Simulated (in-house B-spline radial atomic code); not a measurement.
**Response and correlation of I17+**

Closed shell [Ar] 3d10 4s2 4p6. Computed with an all-electron radial atomic-structure program (B-spline basis): Dirac-Hartree-Fock, relativistic RPA (time-dependent Dirac-Hartree-Fock) for the response and second-order many-body perturbation theory for correlation, no-pair Dirac-Coulomb Hamiltonian, finite nucleus.

```tsv
multipole (bohr³, bohr⁵, bohr⁷)	uncoupled	coupled RPA
dipole	0.35541	0.31041
quadrupole	0.13105	0.13983
octupole	0.11856	?
```

Question: What is the coupled octupole polarisability?

Answer: 0.14165 atomic units, +19 % against the uncoupled value.

Question: Which subshells carry the dipole polarisability?

Answer: 4p3/2 68.9 %, 4p1/2 28.5 %, 4s1/2 1.2 %.

Question: What does the dipole shielding factor come to?

Answer: The dipole shielding factor is 0.679, against the exact N/Z = 36/53 = 0.679 of the non-relativistic theorem.

Dipole polarisability at imaginary frequency:

```csv
u (Eh),α(iu) (bohr³)
0,0.3104
1.53,0.2734
3.82,0.1736
7.64,0.08435
11.5,0.0507
15.3,0.03532
22.9,0.0212
30.5,0.01462
38.2,0.01077
53.5,0.006618
76.4,0.003789
115,0.001909
153,0.001157
229,0.0005587
382,0.0002157
764,5.712e-05
```

Question: What dispersion coefficients follow for two such ions (the dispersion part alone)?

Answer: C6 = (3/π)∫α(iu)²du = 0.3288 hartree·bohr⁶ and C8 = 0.9261 hartree·bohr⁸.

Lowest J = 1 odd-parity excitations:

```json
{"energy (eV)": "77.377", "oscillator strength": "0.000759", "leading channel": "4p3/2 → d3/2", "weight": "0.807"}
{"energy (eV)": "89.939", "oscillator strength": "0.342", "leading channel": "4p3/2 → d5/2", "weight": "0.437"}
{"energy (eV)": "109.07", "oscillator strength": "3.9", "leading channel": "4p1/2 → d3/2", "weight": "0.663"}
{"energy (eV)": "207.43", "oscillator strength": "0.443", "leading channel": "4p3/2 → s1/2", "weight": "0.994"}
{"energy (eV)": "221.04", "oscillator strength": "0.224", "leading channel": "4p1/2 → s1/2", "weight": "0.992"}
{"energy (eV)": "266.78", "oscillator strength": "0.0024", "leading channel": "4p3/2 → d3/2", "weight": "0.745"}
{"energy (eV)": "269.81", "oscillator strength": "0.302", "leading channel": "4p3/2 → d5/2", "weight": "0.759"}
{"energy (eV)": "282.8", "oscillator strength": "0.125", "leading channel": "4p1/2 → d3/2", "weight": "0.97"}
```

Second-order correlation energy by the highest angular momentum of the excited pair (hartree): s -0.02384, p -0.2062, d -0.7143, f -0.7258, g -0.2367, h -0.09959, i -0.04508, k -0.02278.

Question: What is the second-order correlation energy at the partial-wave limit?

Answer: The listed waves sum to -2.0742 hartree; extrapolating the increments as (l + 1/2)⁻⁴ gives -2.1208 hartree, -1.6 eV per electron.
